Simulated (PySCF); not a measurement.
From one molecule to another.

First species: C₅H₆N₂O₂Si.
Structure used (GFN2-xTB), in Å, numbered top down from 1:
```
atom  x, y, z in Å
N1    -3.466   -2.180    0.599
C2    -2.494   -1.733    0.185
Si3   -0.900   -0.984   -0.523
C4    -1.497    0.870   -0.480
O5    -0.799    1.754   -0.058
C6     0.145   -1.016    1.059
C7     1.180   -0.176    1.017
C8     1.390    0.427   -0.292
N9     2.291    1.404   -0.448
O10    0.770   -0.048   -1.264
H11   -0.827   -1.700   -1.788
H12   -2.519    1.098   -0.833
H13   -0.139   -1.527    1.965
H14    1.832    0.083    1.837
H15    2.344    1.870   -1.340
H16    2.682    1.866    0.354
```

Second species: C₅H₁₃FSSi.
Numbering: `[CH3:1][S:2][Si:3]([CH3:4])([CH3:5])[CH2:6][CH2:7][F:8]` (hydrogens: H9, H10, H11 on C1; H12, H13, H14 on C4; H15, H16, H17 on C5; H18, H19 on C6; H20, H21 on C7)

Levels: PBE0/pcSseg-1 for dipole moment, HOMO energy, LUMO energy and HOMO–LUMO gap; GFN2-xTB for rotational constant A and rotational constant C. Geometries: GFN2-xTB. All species are isolated and taken at one optimised geometry, non-relativistic unless stated. Electronic properties by PySCF.

Dipoles, sizes and rotational constants follow the conformer. The torsions of the flexible species, by atom-mapped SMILES:
- `[N:1]#[C:2][Si@@H:3]([CH:4]=[O:5])/[CH:6]=[CH:7]\[C:8]([NH2:9])=[O:10]`: C2–Si3–C4–O5 134°, C2–Si3–C6–C7 -160°, C6–C7–C8–N9 172°, H–N9–C8–C7 -173°, H–N9–C8–C7 -13°
- `[CH3:1][S:2][Si:3]([CH3:4])([CH3:5])[CH2:6][CH2:7][F:8]`: C1–S2–Si3–C4 56°, S2–Si3–C6–C7 -159°, Si3–C6–C7–F8 -55°

```json
{"property": "dipole moment", "column X": "1.46 D", "column Y": "7.42 D"}
{"property": "HOMO energy", "column X": "-6.54 eV", "column Y": "-7.15 eV"}
{"property": "LUMO energy", "column X": "0.72 eV", "column Y": "-2.12 eV"}
{"property": "HOMO–LUMO gap", "column X": "7.26 eV", "column Y": "5.03 eV"}
{"property": "rotational constant A", "column X": "2.038 GHz", "column Y": "2.540 GHz"}
{"property": "rotational constant C", "column X": "0.770 GHz", "column Y": "0.741 GHz"}
```

**Question.** Which column belongs to which species?

**Answer.** Column X is the second species and column Y the first. The first has 16 atoms and 80 electrons, the second 21 and 82.

**Question.** How does each property change from the first species to the second?

**Answer.** dipole moment -5.96 D; HOMO energy +0.61 eV; LUMO energy +2.84 eV; HOMO–LUMO gap +2.23 eV; rotational constant A -0.502 GHz; rotational constant C +0.029 GHz.

On the first: A dipole of 7.42 D is allowed in C1, and pure rotational transitions are dipole-allowed. The dipole equals about 24.7 × 10⁻³⁰ C·m (1 D = 3.33564 × 10⁻³⁰ C·m).

On the second: The dipole matches unit charges of opposite sign 0.30 Å apart (1 e·Å = 4.8032 D). A dipole of 1.46 D is allowed in C1, and pure rotational transitions are dipole-allowed.
